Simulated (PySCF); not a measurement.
Unknown compound

An unknown has the formula C9H9FO2. Its calculated NMR data are:

¹H NMR (300 MHz, computed): δ 8.52 (ddd, J = 8.9, 6.8, 1.6 Hz, 1H), 7.58 (m, 1H), 7.31 (dd, J = 8.9, 8.1 Hz, 1H), 7.18 (dd, J = 11.1, 9.2 Hz, 1H), 4.39 (q, J = 7.8 Hz, 2H), 1.37 (t, J = 7.8 Hz, 3H).

¹³C{¹H} NMR (computed): δ 170.6 (C, d, J = 331.9 Hz), 168.9 (C, d, J = 5.2 Hz), 141.1 (CH, d, J = 1.7 Hz), 140.5 (CH, d, J = 6.4 Hz), 127.9 (CH), 122.0 (CH, d, J = 20.6 Hz), 121.5 (C, d, J = 7.0 Hz), 61.2 (CH2), 15.7 (CH3).

Equivalent nuclei averaged, one computed conformer, non-relativistic Hamiltonian, isolated molecule. σ from GIAO-PBE0/pcSseg-1; structure optimised with PBE0-D3(BJ)/def2-SVP; B3LYP/pcJ-1 coupling constants (spin–dipole term only in couplings to heteroatoms); PySCF.

References, each an isolated molecule treated in the same way: ¹H, ¹³C vs TMS.

Problem. Propose a structure and justify it.

Solution. 
- Rings plus π bonds: 5 (1 ring in the answer).
- 9 carbon signals for 9 carbons: no two carbons are equivalent.
- Carbon types of the structure: 3 × C, 4 × CH, 1 × CH2, 1 × CH3, which accounts for all hydrogens.
- δC 170.6: aromatic carbon bearing fluorine; σ withdrawal by the attached heteroatom moves it downfield of the ring CH carbons.
- δC 168.9: ester carbonyl carbon; it is a carbonyl in resonance with an O or N lone pair, the region of acids, esters and amides.
- δC 141.1, 140.5, 127.9, 122.0: aromatic CH.
- δC 121.5: substituted aromatic carbon.
- δC 61.2: sp3 CH2 bonded to O; the inductive effect lowers its shielding.
- δH 8.52, 7.58, 7.31, 7.18: hydrogen on an aromatic CH.
- δH 4.39: hydrogen on an sp3 CH2 bonded to O; its carbon carries O, an electronegative neighbour.
- The protons at 8.52 and 7.31 share a coupling of 8.9 Hz (vicinal, an ortho-type coupling).
- The protons at 1.37 and 4.39 share a coupling of 7.8 Hz (vicinal).

Structure: `InChI=1S/C9H9FO2/c1-2-12-9(11)7-5-3-4-6-8(7)10/h3-6H,2H2,1H3`.

This is the structure that produced the data.

C–F couplings over four or more bonds (about 3 Hz to the para carbon of a fluoroarene) are left out. Common functionals overestimate the size of one-bond C–F couplings by tens of Hz; these are unscaled. Multiplet labels drop couplings under 1 Hz and merge nearly equal ones. Unscaled 3J(H,H) at this level run about 10 % above measured values. Shifts are as computed. Against solution values, carbons near 30 ppm lie about +2 ppm off and those near 130 ppm about +5 ppm. Of 1309 compounds with measured shifts, 239 miss one by over three times the rms of a fit or turn the order of signals round; such compounds aren't used in these exercises.
